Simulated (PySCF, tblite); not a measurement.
Calculations on `B[SiH2]C1=CC(C)=CS1`, in the order of a workflow; each names the level of the geometry that it ran on. Settings lines and outputs come from a driver script.

Compound: C₅H₉BSSi.
SMILES with atom numbers: `[BH2:1][SiH2:2][c:3]1[cH:4][c:5]([CH3:6])[cH:7][s:8]1` (hydrogens: H9, H10 on B1; H11, H12 on Si2; H13 on C4; H14, H15, H16 on C6; H17 on C7)

Step 1: GFN2-xTB geometry optimisation, gas phase (tblite 0.8.0) (from a force-field or distance-geometry start)
```json
{"job": {"kind": "relax", "xc": "GFN2-xTB", "basis": "xTB"}, "charge": 0, "multiplicity": 1}
```
```
step      E/eV     max force
  0    -582.81623    3.252
  1    -583.23951    1.621
  2    -583.44931    1.150
...
102    -583.81608    0.013
103    -583.81612    0.014
104    -583.81616    0.013
105    -583.81620    0.012
106    -583.81621    0.008
```

Energy lowered by 23.1 kcal/mol over 106 steps; largest atomic force 0.008 eV/Å at the end. «max force» is the largest atomic force in eV/Å.

On an Arm Neoverse N1 with one thread, no GPU, shared host with 64 logical CPUs at a one-minute load of 58, this took 1.4 s wall.

Step 2: GFN2-xTB harmonic vibrations, gas phase (tblite 0.8.0) (on the GFN2-xTB geometry)
```json
{"job": {"kind": "ir", "xc": "GFN2-xTB", "basis": "xTB"}, "charge": 0, "multiplicity": 1}
```
```
(table of modes left out)
```

45 modes from -34 to 3154 cm⁻¹ (unscaled, harmonic, a negative number standing for an imaginary wavenumber); zero-point energy 74.2 kcal/mol from the real modes; the lowest is imaginary at this level.

The run took 1.2 s of wall time on an Arm Neoverse N1 with one thread, on a shared host.

Step 3: TDDFT CAM-B3LYP/def2-SVPD, vertical, gas phase, core orbitals frozen in the response (PySCF 2.14.0, density-fitted response routines) (on the GFN2-xTB geometry)
```json
{"job": {"kind": "uv", "xc": "CAM-B3LYP", "basis": "def2-SVPD", "nstates": 8, "ntriplets": 3}, "charge": 0, "multiplicity": 1}
```
```
...
Static polarisability (au): isotropic 117.081, principal 86.249 115.267 149.728
Singlet excitations
state   eV       nm        f      main configurations
  1   3.8140    325.1   0.01514   H->L 0.75, H-2->L 0.17
  2   4.3707    283.7   0.00364   H-1->L 0.89
  3   4.6578    266.2   0.00365   H-2->L 0.74, H->L 0.14
  4   5.2684    235.3   0.01214   H-3->L 0.47, H-6->L 0.27, H-4->L 0.14
  5   5.4720    226.6   0.10942   H->L+1 0.86
  6   5.7969    213.9   0.14760   H-1->L+1 0.83
  7   6.1692    201.0   0.00447   H->L+2 0.45, H->L+3 0.23
  8   6.3288    195.9   0.04582   H-4->L 0.45, H-3->L 0.34
Triplet excitations (Tamm-Dancoff, eV): 3.2801 3.7087 4.2020
```

HOMO -7.91 eV, LUMO -1.52 eV; lowest singlet 3.81 eV; lowest triplet 3.28 eV (Tamm–Dancoff); mean polarisability 117.1 au.

The run took 2.1 min of wall time on one thread, Arm Neoverse N1 (aarch64), shared host with 64 logical CPUs at a one-minute load of 60, and the process peaked at 1.1 GiB of memory.

Geometry of the electronic-property runs (GFN2-xTB):
```
atom  x, y, z in Å
B1     3.6069    0.1532   -0.6555
Si2    1.8957    0.0900   -1.6055
C3     0.4610    0.2964   -0.3947
C4    -0.6791   -0.4371   -0.2757
C5    -1.5468   -0.0166    0.7648
C6    -2.8484   -0.6810    1.0721
C7    -1.0382    1.0514    1.4342
S8     0.4869    1.5496    0.8113
H9     3.8327   -0.5649    0.2400
H10    4.4527    0.9029   -0.9556
H11    1.6695    1.1112   -2.6484
H12    1.5997   -1.1948   -2.2704
H13   -0.9016   -1.2663   -0.9240
H14   -2.6813   -1.7204    1.3536
H15   -3.3575   -0.1738    1.8878
H16   -3.4932   -0.6718    0.1942
H17   -1.4660    1.5839    2.2609
```

 GFN2-xTB frequencies show an imaginary mode (34i cm⁻¹), so this geometry is no minimum at that level. (This holds for the electronic-property runs.)

One conformer stands for the species.
